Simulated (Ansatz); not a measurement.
A run of Ansatz (development build ahead of 0.2.0) on singlet ZrF4 at this shape:

```xyz
5

Zr   -0.0028   -0.0096   -0.0007
F     1.0928    1.1005    1.1018
F     1.0888   -1.1024   -1.0957
F    -1.1021    1.0885   -1.0920
F    -1.0921   -1.0994    1.0859
```

Its results:

```json
{
 "Converged": "yes",
 "Total energy": "-444.80959 hartree",
 "Spin squared of the determinant": "0.000"
}
```

Task: Which input gives this output? Name the method, the orbitals and the basis set, and write the input.

Result: RHF in def2-TZVP. The basis set brings a core potential for Zr, so the total leaves out those core electrons. An unrestricted run that stays on the closed shell gives the same numbers.

```yaml
crystal:
  periodic: [false, false, false]
  atoms:
    - { symbol: Zr, position_ang: [-0.00279, -0.00958, -0.00069] }
    - { symbol: F, position_ang: [1.09277, 1.10054, 1.10177] }
    - { symbol: F, position_ang: [1.08876, -1.10244, -1.09572] }
    - { symbol: F, position_ang: [-1.10212, 1.08851, -1.09199] }
    - { symbol: F, position_ang: [-1.09207, -1.09942, 1.08593] }
basis:
  gaussian: { orbitals: def2-TZVP }
hamiltonian:
  xc: hf
```

Caution: no unrestricted run beside it, a lower state can exist; other spin multiplicities were not run.
